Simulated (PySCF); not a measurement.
O₃, charge -1, doublet, geometry from GFN2-xTB (a state made from the parent by changing its charge; the spin is typed, not shown lowest) (in this run its highest filled SCF level lies above zero, so its values depend strongly on the basis, on diffuse functions most of all). Base run: M062X/3-21G run with PySCF.

The PySCF input:
```python
from pyscf import gto, scf, dft

mol = gto.M(
    atom='''
O     1.13637858   -0.23245903    0.05644501
O     0.00065138    0.46397079   -0.01013412
O    -1.13702995   -0.23151176   -0.04631090
''',
    basis='3-21g',
    charge=-1,
    spin=1,
    verbose=4,
)

mf = dft.UKS(mol)
mf.xc = 'm062x'
mf.kernel()
```

Each row names what was changed in the base input (with any setting that the change needs).

```csv
change,ΔE vs base (mEh),SCF cycles,<S^2>
base,0.000,10,0.752
diis_space = 20,0.000,10,0.752
conv_tol_grad = 1e-3,0.000,10,0.752
init_guess = mod_huckel,0.000,12,0.752
solver = newton,0.000,-,0.752
init_guess = vsap,0.000,10,0.752
level_shift = 0.1 (with mf.max_cycle = 100),0.000,11,0.752
level_shift = 0.5 (with mf.max_cycle = 100),0.000,14,0.752
conv_tol = 1e-12,0.000,12,0.752
damp = 0.5; diis_start_cycle = 5,0.000,12,0.752
diis_space = 2,0.000,12,0.752
init_guess = atom,0.000,10,0.752
conv_tol_grad = 1e-7,0.000,14,0.752
```

Open shells are given as the SCF converged; they aren't shown to be the lowest states, and a large step between rows can be another state.
